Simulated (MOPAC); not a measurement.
MOPAC input (PM7):

```
PM7 1SCF CHARGE=1 GEO-OK AUX(PRECISION=9) THREADS=1
CH2NO

N    -1.06616376 1    0.26085306 1    0.21523175 1
C     0.14270879 1   -0.03491586 1   -0.02880933 1
O     1.21557910 1   -0.29740978 1   -0.24539496 1
H    -1.63611033 1   -0.34254441 1    0.80947549 1
H    -1.48162886 1    1.10534638 1   -0.18008208 1
```

From the last part of the output:

```
                                                       MOPAC v23.2.5 Linux

          FINAL HEAT OF FORMATION =        165.12586 KCAL/MOL =     690.88660 KJ/MOL

          COSMO AREA              =         72.42 SQUARE ANGSTROMS
          COSMO VOLUME            =         53.38 CUBIC ANGSTROMS

          IONIZATION POTENTIAL    =         18.202729 EV
          HOMO LUMO ENERGIES (EV) =        -18.203 -6.907
          NO. OF FILLED LEVELS    =          8
          MOLECULAR WEIGHT        =         44.0329         POINT GROUP:  C2v

          MOLECULAR DIMENSIONS (Angstroms)

            Atom       Atom       Distance
            H     4    O     3     3.04088
            H     5    O     3     1.68516
            N     1    C     2     0.00000

          SCF CALCULATIONS        =          1

   ATOM   CHEMICAL          X               Y               Z
  NUMBER   SYMBOL      (ANGSTROMS)     (ANGSTROMS)     (ANGSTROMS)

     1       N         -1.06616376  *   0.26085306  *   0.21523175  *
     2       C          0.14270879  *  -0.03491586  *  -0.02880933  *
     3       O          1.21557910  *  -0.29740978  *  -0.24539496  *
     4       H         -1.63611033  *  -0.34254441  *   0.80947549  *
     5       H         -1.48162886  *   1.10534638  *  -0.18008208  *

                             CARTESIAN COORDINATES

   1    N       -1.066163760     0.260853060     0.215231750
   2    C        0.142708790    -0.034915860    -0.028809330
   3    O        1.215579100    -0.297409780    -0.245394960
   4    H       -1.636110330    -0.342544410     0.809475490
   5    H       -1.481628860     1.105346380    -0.180082080

           Empirical Formula: C H2 N O  =     5 atoms

      MOLECULAR POINT GROUP   :   C2v

                  EIGENVALUES
 -45.42331 -41.91451 -29.25275 -26.15475 -23.97610 -23.64384 -21.74160 -18.20273
  -6.90701  -6.19250  -5.89240  -2.98550  -1.47154  -0.57219

              NET ATOMIC CHARGES AND DIPOLE CONTRIBUTIONS

  ATOM NO.   TYPE          CHARGE      No. of ELECS.   s-Pop       p-Pop
    1          N          -0.424842        5.4248     1.48836     3.93648
    2          C           0.555153        3.4448     1.08260     2.36225
    3          O           0.096567        5.9034     1.86800     4.03543
    4          H           0.386561        0.6134     0.61344
    5          H           0.386561        0.6134     0.61344
 DIPOLE           X         Y         Z       TOTAL
 POINT-CHG.    -3.006     0.735     0.607     3.153
 HYBRID        -0.065     0.016     0.013     0.068
 SUM           -3.071     0.751     0.620     3.222

          ATOMIC ORBITAL ELECTRON POPULATIONS

     Atom    s        px        py        pz
    1  N   1.48836   1.11298   1.34027   1.48323
    2  C   1.08260   0.82426   0.75571   0.78227
    3  O   1.86800   1.16577   1.38773   1.48193
    4  H   0.61344
    5  H   0.61344

 **********************
 *                    *
 * JOB ENDED NORMALLY *
 *                    *
 **********************

 == MOPAC DONE ==
```

The dipole moment of an ion depends on the origin.
